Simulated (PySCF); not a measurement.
**Basis-set dependence of population analyses: `CCS[Si](F)(F)F`**

C2H5F3SSi.
SMILES with atom numbers: `[CH3:1][CH2:2][S:3][Si:4]([F:5])([F:6])[F:7]` (hydrogens: H8, H9, H10 on C1; H11, H12 on C2)

PBE0 throughout (PySCF), one geometry, spherical d and f functions. Isolated species at its PBE0-D3(BJ)/def2-SVP geometry (one conformer only). Atoms taken as equivalent share a column and are averaged.

Mulliken charges (e):

| basis | functions | C1 | C2 | S3 | Si4 | F5/F6/F7 | H8/H9/H10 | H11/H12 |
| --- | --- | --- | --- | --- | --- | --- | --- | --- |
| STO-3G | 48 | -0.238 | -0.219 | -0.065 | +0.873 | -0.257 | +0.083 | +0.086 |
| 6-31G | 81 | -0.491 | -0.636 | -0.062 | +1.399 | -0.431 | +0.198 | +0.244 |
| pcSseg-0 | 81 | -0.620 | -0.825 | -0.240 | +1.722 | -0.479 | +0.256 | +0.316 |
| 6-31G* | 116 | -0.530 | -0.534 | -0.117 | +1.253 | -0.379 | +0.200 | +0.233 |
| cc-pVDZ | 131 | -0.082 | -0.221 | -0.144 | +0.926 | -0.287 | +0.065 | +0.094 |
| def2-SVP | 131 | -0.063 | -0.236 | -0.238 | +1.100 | -0.322 | +0.065 | +0.105 |
| aug-cc-pVDZ | 214 | +0.486 | +0.139 | -0.035 | +2.108 | -0.648 | -0.136 | -0.173 |
| 6-311+G(2d,p) | 235 | -0.603 | -0.182 | -0.159 | +1.501 | -0.472 | +0.165 | +0.183 |
| def2-TZVP | 259 | -0.368 | -0.178 | -0.182 | +0.880 | -0.287 | +0.137 | +0.149 |
| cc-pVTZ | 288 | -0.277 | -0.196 | -0.152 | +0.822 | -0.261 | +0.112 | +0.124 |
| IGLO-III | 313 | -0.321 | -0.364 | -0.237 | +1.574 | -0.453 | +0.127 | +0.162 |

IAO charges (e):

```
        basis  functions      C1      C2      S3     Si4  F5/F6/F7  H8/H9/H10  H11/H12
       STO-3G         48  -0.401  -0.343  -0.066  +1.218    -0.362     +0.136   +0.134
        6-31G         81  -0.437  -0.329  -0.149  +1.522    -0.480     +0.160   +0.176
     pcSseg-0         81  -0.428  -0.337  -0.176  +1.543    -0.476     +0.158   +0.176
       6-31G*        116  -0.416  -0.316  -0.182  +1.664    -0.508     +0.150   +0.162
      cc-pVDZ        131  -0.415  -0.311  -0.173  +1.638    -0.504     +0.150   +0.161
     def2-SVP        131  -0.405  -0.307  -0.177  +1.648    -0.505     +0.146   +0.159
  aug-cc-pVDZ        214  -0.426  -0.314  -0.174  +1.667    -0.514     +0.153   +0.164
6-311+G(2d,p)        235  -0.429  -0.321  -0.174  +1.688    -0.519     +0.154   +0.165
    def2-TZVP        259  -0.428  -0.323  -0.178  +1.707    -0.523     +0.154   +0.165
      cc-pVTZ        288  -0.430  -0.321  -0.181  +1.696    -0.519     +0.154   +0.165
     IGLO-III        313  -0.430  -0.324  -0.172  +1.698    -0.522     +0.154   +0.165
```

Some averages cover members that differ in this geometry, most widely: H11/H12, Mulliken in aug-cc-pVDZ -0.232 to -0.115; H8/H9/H10, Mulliken in aug-cc-pVDZ -0.177 to -0.113; F5/F6/F7, Mulliken in 6-311+G(2d,p) -0.495 to -0.438; F5/F6/F7, Mulliken in aug-cc-pVDZ -0.662 to -0.632 e.

Problem. Which scheme is steadiest as the basis changes?

Solution. Largest range over the bases for any column: IAO 0.49 e, Mulliken 1.29 e. IAO charges move least and Mulliken charges most, counted in e. Without the minimal STO-3G basis the ranges are IAO 0.19, Mulliken 1.29 e.

Problem. How much do the charges still move between the two largest bases, cc-pVTZ and IGLO-III?

Solution. At most, over all atoms: Mulliken 0.753 e, IAO 0.009 e.

Problem. What do the same runs give for the total energy, the frontier levels and the dipole moment?

Solution. 
```json
{"basis": "STO-3G", "energy (Eh)": "-1052.9024", "HOMO (eV)": "-3.79", "LUMO (eV)": "5.59", "μ (D)": "1.01"}
{"basis": "6-31G", "energy (Eh)": "-1065.7793", "HOMO (eV)": "-8.19", "LUMO (eV)": "-0.35", "μ (D)": "3.46"}
{"basis": "pcSseg-0", "energy (Eh)": "-1064.3179", "HOMO (eV)": "-8.30", "LUMO (eV)": "-0.06", "μ (D)": "2.96"}
{"basis": "6-31G*", "energy (Eh)": "-1065.9754", "HOMO (eV)": "-7.75", "LUMO (eV)": "0.06", "μ (D)": "2.67"}
{"basis": "cc-pVDZ", "energy (Eh)": "-1066.0168", "HOMO (eV)": "-7.80", "LUMO (eV)": "0.00", "μ (D)": "2.81"}
{"basis": "def2-SVP", "energy (Eh)": "-1065.5060", "HOMO (eV)": "-7.82", "LUMO (eV)": "0.09", "μ (D)": "2.72"}
{"basis": "aug-cc-pVDZ", "energy (Eh)": "-1066.0617", "HOMO (eV)": "-7.90", "LUMO (eV)": "-0.59", "μ (D)": "2.97"}
{"basis": "6-311+G(2d,p)", "energy (Eh)": "-1066.1740", "HOMO (eV)": "-7.90", "LUMO (eV)": "-0.58", "μ (D)": "3.02"}
{"basis": "def2-TZVP", "energy (Eh)": "-1066.2257", "HOMO (eV)": "-7.87", "LUMO (eV)": "-0.30", "μ (D)": "2.89"}
{"basis": "cc-pVTZ", "energy (Eh)": "-1066.2050", "HOMO (eV)": "-7.85", "LUMO (eV)": "-0.22", "μ (D)": "2.81"}
{"basis": "IGLO-III", "energy (Eh)": "-1066.2255", "HOMO (eV)": "-7.83", "LUMO (eV)": "-0.36", "μ (D)": "2.89"}
```

The dipole is fixed by the density alone, so its range of 2.45 D shows that the density itself changes with the basis, not only its division among atoms.
